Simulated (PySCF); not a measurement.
Compound: C₃H₁₁NOSi₃.
Geometry (PBE0-D3(BJ)/def2-SVP, Å), atoms numbered from 1 in this order:
```xyz
19
C3H11NOSi3 angstrom
C     -2.5726   -1.1741    0.8743
C     -2.0171   -0.3941   -0.2914
O     -0.8258    0.2599    0.1092
Si     0.1652    1.1399   -0.8867
C      0.6866    0.0190   -2.2925
N      1.0273   -0.7071   -3.1312
Si     2.0644    1.5838    0.3949
Si     2.3686   -0.3826    1.6357
H     -3.5038   -1.6849    0.5871
H     -2.7863   -0.5050    1.7208
H     -1.8493   -1.9321    1.2092
H     -1.8054   -1.0690   -1.1415
H     -2.7522    0.3533   -0.6442
H     -0.5480    2.2792   -1.5359
H      1.8277    2.7680    1.2775
H      3.2163    1.8682   -0.5149
H      2.3362   -1.5455    0.6987
H      3.6792   -0.3641    2.3544
H      1.2598   -0.5049    2.6274
```

Level of theory: TDDFT CAM-B3LYP/def2-SVPD, vertical, gas phase, core orbitals frozen in the response in PySCF 2.14.0, density-fitted response routines.

Ground-to-excited transition dipoles (e·a0, same axes as the geometry; the sign carries no meaning), for the states with f of 0.002 or more among the lowest 7:

| state | E (eV) | μx | μy | μz |
| --- | --- | --- | --- | --- |
| S1 | 6.158 | 0.346 | -0.149 | 0.549 |
| S2 | 6.733 | 0.027 | -0.233 | -0.055 |
| S3 | 6.822 | -0.003 | 0.213 | -0.007 |
| S4 | 6.960 | -0.274 | 0.281 | -0.345 |
| S5 | 7.165 | 0.690 | -0.130 | 0.633 |
| S6 | 7.279 | 0.036 | 0.134 | 0.154 |
| S7 | 7.382 | 0.333 | 0.115 | 0.254 |

(1) What oscillator strength does each state have?

(2) Which bond between heavy atoms lies closest to the direction of the S5 transition dipole?

(3) What angle do the transition dipoles of S4 and S7 make?

(4) How is the summed strength of these states shared among x, y and z?

(5) What peak molar absorption coefficient would the strongest computed level give as a lone Gaussian band 0.3 eV wide at half height?

Results:

(1) f = (2/3) ΔE |μ|² with ΔE in hartree (27.2114 eV).

```tsv
state	|μ|² (au)	|μ| (D)	f
S1	0.443	1.69	0.067
S2	0.058	0.61	0.010
S3	0.046	0.54	0.008
S4	0.273	1.33	0.047
S5	0.895	2.40	0.157
S6	0.043	0.53	0.008
S7	0.189	1.10	0.034
```

(2) Si4–Si7, at 21° from it; next C2–O3 at 42°.

(3) |cos θ| = |μa·μb| / (|μa| |μb|) = 0.65, so θ ≈ 50° (taken between 0 and 90°, since the signs are arbitrary).

(4) (2/3) Σ ΔE μα² gives 0.135 for x, 0.042 for y and 0.153 for z, 0.330 in all.

(5) ε(max) = 2.175×10⁸ f / FWHM, with the width in cm⁻¹. S5: 2.175×10⁸ × 0.1571 / 2420 ≈ 14000 L mol⁻¹ cm⁻¹.

The vertical ionisation energy (ΔSCF) is 10.10 eV, 2.72 eV above S7.

Hardware: one thread of an Arm Neoverse V2 (shared host).

One conformer stands for the species.
